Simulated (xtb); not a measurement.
Bi (SMILES [Bi]), quartet (GFN-xTB shapes and energies of metal compounds can be far from the true ones). Base run: GFN2-xTB in xtb 6.7.1.

Geometry (Å):
```xyz
1

Bi     0.0000     0.0000     0.0000
```
Charge 0, spin multiplicity 4.
All else is at xtb's defaults.
Base energy -2.26303 Eh.

Each row names what was changed in the base input (with any setting that the change needs).

| change | ΔE vs base (mEh) | SCF cycles |
|---|---|---|
| base | 0.000 | 3 |
| alpb = ether | -0.358 | 3 |
| acc = 1000 | 0.000 | 3 |
| acc = 30 | 0.000 | 3 |
| etemp = 3000 | 0.000 | 3 |

ALPB and GBSA are two models with their own fitted parameters for each solvent, which aren't always the measured dielectric constant.
